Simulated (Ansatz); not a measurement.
Basis-set series for C₅HF₇ (`FC1=C(F)C(F)(F)C(F)C1(F)F`). Charge 0, multiplicity 1. All single points use the PBE0-D4/def2-TZVP geometry.

```
functional       basis  functions  energy (Eh)  HOMO (eV)  LUMO (eV)
   PBE0-D4    def2-SVP        173   -888.44165      -8.86      -1.12
   PBE0-D4  def2-TZVPP        386   -889.50383      -8.97      -1.18
   ωB97M-V    def2-SVP        173   -889.07845     -11.06       1.18
   ωB97M-V  def2-TZVPP        386   -890.16265     -11.21       1.08
```

(1) Give the rows for def2-QZVPP. (Best estimate.)

Answers

(1) Ansatz gave: 
```csv
functional,basis,functions,energy (Eh),HOMO (eV),LUMO (eV)
PBE0-D4,def2-QZVPP,714,-889.54804,-9.02,-1.24
ωB97M-V,def2-QZVPP,714,-890.20393,-11.27,1.01
```

Positive LUMOs are unbound and depend on the basis.
